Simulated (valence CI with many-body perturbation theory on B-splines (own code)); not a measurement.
## Forbidden lines of Hf LXVII

Calculated by valence CI with perturbative core correlation (CI+MBPT): four valence electrons over a frozen Dirac-Fock core [He], radial functions for each j: 11 s, 11 p, 10 d, 8 f, 5 g, 2 h, with the one-electron correlation potential Σ1, the two-electron term Σ2, the three-electron term Σ3, Breit, model QED; selected CI, second order for the rest, scaled by the run's own slope (own B-spline code, finite nucleus).

No measured spectrum was set against this ion. As an estimate, large intervals hold to a few tenths of a per cent, small ones and those within an open d or f shell to about a per cent. Among the levels kept, up to 1200 cm⁻¹ of a level comes from second order outside the variational space, and about a tenth of that is noise between levels of different J, which matters for small intervals.

Lines 1 to 50 of 88 in falling wavelength, among levels below 13431 eV, chosen from the decays that carry over 1 % of a level's rate. Wavelengths and rates use the calculated energies. Electric multipoles are in the length gauge, E1 and E2 with the static RPA response of the core. Weak lines are less certain than strong ones. Lines between different terms over intervals too small for the method are left out, as are lines whose strength nearly cancels.

Levels are named by their leading jj configuration (3d3/2^4 stands for four electrons in 3d with j = 3/2), which in mixed levels can hold well under half, so a name can repeat and another be missing. Letters in brackets count levels of one name in rising energy.

| λ vac (nm) | Upper | Lower | Type | A (s⁻¹) | Branch % |
| --- | --- | --- | --- | --- | --- |
| 0.9975 | (2s^2 2p1/2 2p3/2) J=1 | (2s^2 2p1/2^2) J=0 | M1 | 1.19e+10 | 100.0 |
| 0.9831 | (2s^2 2p1/2 2p3/2) J=2 | (2s^2 2p1/2^2) J=0 | E2 | 5.53e+07 | 100.0 |
| 0.9797 | (2s^2 2p3/2^2) J=2 | (2s^2 2p1/2 2p3/2) J=2 | M1 | 9.30e+09 | 18.1 |
| 0.9792 | (2s^2 2p3/2 3d5/2) J=4 | (2s^2 2p1/2 3d5/2) J=3 | M1 | 9.10e+09 | 3.4 |
| 0.9659 | (2s^2 2p3/2^2) J=2 | (2s^2 2p1/2 2p3/2) J=1 | M1 | 9.28e+09 | 18.1 |
| 0.9224 | (2s^2 2p3/2^2) J=0 | (2s^2 2p1/2 2p3/2) J=1 | M1 | 2.07e+10 | 35.8 |
| 0.1448 | (2s^2 2p3/2 3p1/2) J=2 | (2s^2 2p3/2^2) J=0 | E2 | 4.68e+11 | 7.7 |
| 0.1445 | (2s^2 2p1/2 3p1/2) J=1 | (2s^2 2p1/2 2p3/2) J=2 | E2 | 1.25e+12 | 41.3 |
| 0.1445 | (2s^2 2p1/2 3p1/2) J=1 | (2s^2 2p1/2 2p3/2) J=2 | M1 | 3.51e+10 | 1.2 |
| 0.1445 | (2s 2p1/2^2 3p1/2) J=0 | (2s 2p1/2^2 2p3/2) J=2 | E2 | 2.46e+12 | 45.4 |
| 0.1442 | (2s^2 2p1/2 3p1/2) J=1 | (2s^2 2p1/2 2p3/2) J=1 | E2 | 1.24e+12 | 41.1 |
| 0.1438 | (2s^2 2p3/2 3p1/2) J=1 | (2s^2 2p3/2^2) J=2 | E2 | 1.26e+12 | 17.4 |
| 0.1438 | (2s^2 2p3/2 3p1/2) J=2 | (2s^2 2p3/2^2) J=2 | E2 | 1.73e+12 | 28.6 |
| 0.1437 | (2s^2 2p1/2 3p1/2) J=0 | (2s^2 2p1/2 2p3/2) J=2 | E2 | 2.44e+12 | 41.4 |
| 0.1432 | (2s 2p3/2^2 3p1/2) J=0 | (2s 2p3/2^3) J=2 | E2 | 1.32e+12 | 14.3 |
| 0.1410 | (2s^2 2p3/2 3d5/2) J=4 | (2s 2p1/2 2p3/2^2) J=2 [b] | E2 | 4.27e+09 | 1.6 |
| 0.1401 | (2s 2p1/2 2p3/2 3p3/2) J=4 | (2s 2p1/2 2p3/2^2) J=2 [b] | E2 | 8.71e+10 | 2.7 |
| 0.1396 | (2s 2p1/2^2 3p3/2) J=2 | (2s 2p1/2^2 2p3/2) J=1 | E2 | 3.15e+11 | 1.0 |
| 0.1395 | (2s^2 2p3/2 3d5/2) J=4 | (2s 2p1/2 2p3/2^2) J=3 | E2 | 2.91e+10 | 11.0 |
| 0.1392 | (2s 2p3/2^2 3p3/2) J=4 | (2s 2p3/2^3) J=2 | E2 | 4.43e+11 | 8.7 |
| 0.1387 | (2s 2p1/2 2p3/2 3p3/2) J=4 | (2s 2p1/2 2p3/2^2) J=3 | E2 | 7.46e+11 | 22.8 |
| 0.1386 | (2s 2p1/2 2p3/2 3p3/2) J=0 [b] | (2s 2p1/2 2p3/2^2) J=2 [b] | E2 | 1.35e+12 | 7.4 |
| 0.1386 | (2s^2 2p3/2 3p3/2) J=2 | (2s^2 2p3/2^2) J=0 | E2 | 5.01e+11 | 4.4 |
| 0.1385 | (2s 2p1/2 2p3/2 3p3/2) J=1 [d] | (2s 2p1/2 2p3/2^2) J=2 [b] | E2 | 7.72e+11 | 2.1 |
| 0.1383 | (2s 2p1/2 2p3/2 3p3/2) J=1 [d] | (2s 2p1/2 2p3/2^2) J=1 [a] | E2 | 6.76e+11 | 1.8 |
| 0.1383 | (2s 2p1/2^2 3p3/2) J=2 | (2s 2p1/2^2 2p3/2) J=2 | E2 | 8.45e+11 | 2.7 |
| 0.1382 | (2s^2 2p1/2 3p3/2) J=2 | (2s^2 2p1/2 2p3/2) J=2 | E2 | 8.53e+11 | 18.7 |
| 0.1382 | (2s^2 2p1/2 3p3/2) J=1 | (2s^2 2p1/2 2p3/2) J=2 | E2 | 6.18e+11 | 14.4 |
| 0.1381 | (2s^2 2p3/2 3p3/2) J=3 | (2s^2 2p3/2^2) J=2 | E2 | 9.65e+11 | 10.1 |
| 0.1381 | (2s^2 2p3/2 3p3/2) J=1 | (2s^2 2p3/2^2) J=2 | E2 | 9.72e+11 | 7.0 |
| 0.1380 | (2s 2p1/2 2p3/2 3p3/2) J=4 | (2s 2p1/2 2p3/2^2) J=2 [a] | E2 | 4.83e+10 | 1.5 |
| 0.1379 | (2s^2 2p1/2 3p3/2) J=2 | (2s^2 2p1/2 2p3/2) J=1 | E2 | 3.74e+11 | 8.2 |
| 0.1379 | (2s^2 2p1/2 3p3/2) J=1 | (2s^2 2p1/2 2p3/2) J=1 | E2 | 6.13e+11 | 14.3 |
| 0.1376 | (2s 2p3/2^2 3p3/2) J=0 | (2s 2p3/2^3) J=2 | E2 | 5.08e+11 | 2.7 |
| 0.1372 | (2s^2 2p3/2 3p3/2) J=0 | (2s^2 2p3/2^2) J=2 | E2 | 2.51e+12 | 18.8 |
| 0.1371 | (2s 2p1/2 2p3/2 3p3/2) J=1 [d] | (2s 2p1/2 2p3/2^2) J=3 | E2 | 4.47e+11 | 1.2 |
| 0.1366 | (2s 2p1/2 2p3/2 3p3/2) J=0 [b] | (2s 2p1/2 2p3/2^2) J=2 [a] | E2 | 3.37e+11 | 1.9 |
| 0.1365 | (2s 2p3/2^2 3d5/2) J=4 [a] | (2s 2p3/2^3) J=2 | M2 | 1.00e+11 | 1.2 |
| 0.1361 | (2s 2p1/2 2p3/2 3d5/2) J=5 | (2s 2p1/2 2p3/2^2) J=3 | M2 | 6.32e+10 | 50.6 |
| 0.1361 | (2s 2p1/2 2p3/2 3d5/2) J=5 | (2s 2p1/2 2p3/2^2) J=3 | E3 | 3.48e+09 | 2.8 |
| 0.1355 | (2s^2 2p3/2 3d5/2) J=4 | (2s^2 2p3/2^2) J=2 | M2 | 6.01e+10 | 22.8 |
| 0.1355 | (2s^2 2p3/2 3d5/2) J=4 | (2s^2 2p3/2^2) J=2 | E3 | 4.43e+09 | 1.7 |
| 0.1222 | (2s^2 2p3/2 3d5/2) J=4 | (2s 2p1/2^2 2p3/2) J=2 | E2 | 3.66e+09 | 1.4 |
| 0.1215 | (2s 2p1/2 2p3/2 3p3/2) J=4 | (2s 2p1/2^2 2p3/2) J=2 | E2 | 1.34e+12 | 41.0 |
| 0.1215 | (2s 2p3/2^2 3p3/2) J=4 | (2s 2p1/2 2p3/2^2) J=3 | E2 | 5.67e+11 | 11.2 |
| 0.1213 | (2s 2p3/2^2 3p3/2) J=0 | (2s 2p1/2 2p3/2^2) J=2 [b] | E2 | 1.51e+12 | 8.1 |
| 0.1213 | (2s 2p1/2 2p3/2 3p3/2) J=1 [d] | (2s 2p1/2^2 2p3/2) J=1 | E2 | 7.27e+11 | 2.0 |
| 0.1212 | (2s^2 2p1/2 3p3/2) J=2 | (2s^2 2p1/2^2) J=0 | E2 | 1.21e+12 | 26.6 |
| 0.1212 | (2s 2p3/2^2 3p3/2) J=2 [c] | (2s 2p1/2 2p3/2^2) J=1 [b] | E2 | 4.32e+11 | 1.1 |
| 0.1211 | (2s 2p3/2^2 3p3/2) J=2 [c] | (2s 2p1/2 2p3/2^2) J=2 [b] | E2 | 6.13e+11 | 1.6 |
